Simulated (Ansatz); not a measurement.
## Ligand exchange: GeH2Br2 + C3H8 → GeH3Br + C3H7Br

Gas-phase species: GeH2Br2 `[Br][GeH2][Br]`, singlet; C3H8 (propane) `CCC`, singlet; GeH3Br `[GeH3][Br]`, singlet; C3H7Br (2-bromopropane) `CC(C)Br`, singlet. The partners trade Br for H: Ge–Br and C–H bonds give way to Ge–H and C–Br.

Shapes, held fixed at every level: PBE0-D4/def2-TZVP. Programs: Ansatz 0.2.0. The zero-point and thermal change to 298 K, harmonic and unscaled (PBE0-D4/def2-TZVP), is -8.4 kJ/mol.

Problem. Estimate ΔH(298 K) of this reaction.

Solution. The highest level, CCSD(T)/def2-TZVPP, gives ΔH(298 K) = +105.2 kJ/mol; the levels span +99.7 to +112.0. The column of differences is taken from that level and isn't an error. No measured value is set beside it here. Relativity is left out for Br, Ge. Outer-core shells of Br, Ge are correlated, in sets that cover them unevenly.

```json
{"level": "SPW92/def2-TZVPP", "kind": "LDA", "ΔH(298 K) (kJ/mol)": "+99.7", "less CCSD(T)/def2-TZVPP": "-5.5"}
{"level": "r2SCAN-D4/def2-TZVPP", "kind": "meta-GGA", "ΔH(298 K) (kJ/mol)": "+110.1", "less CCSD(T)/def2-TZVPP": "+4.9"}
{"level": "B3LYP-D4/def2-TZVPP", "kind": "global hybrid", "ΔH(298 K) (kJ/mol)": "+110.5", "less CCSD(T)/def2-TZVPP": "+5.3"}
{"level": "PBE0-D4/def2-TZVPP", "kind": "global hybrid", "ΔH(298 K) (kJ/mol)": "+111.5", "less CCSD(T)/def2-TZVPP": "+6.3"}
{"level": "MP2/def2-SVP", "kind": "perturbation theory", "ΔH(298 K) (kJ/mol)": "+112.0", "less CCSD(T)/def2-TZVPP": "+6.8"}
{"level": "MP2/def2-TZVPP", "kind": "perturbation theory", "ΔH(298 K) (kJ/mol)": "+107.4", "less CCSD(T)/def2-TZVPP": "+2.2"}
{"level": "CCSD/def2-TZVPP", "kind": "coupled cluster or CI", "ΔH(298 K) (kJ/mol)": "+107.9", "less CCSD(T)/def2-TZVPP": "+2.7"}
{"level": "CCSD(T)/def2-TZVPP", "kind": "coupled cluster or CI", "ΔH(298 K) (kJ/mol)": "+105.2", "less CCSD(T)/def2-TZVPP": "0.0"}
```
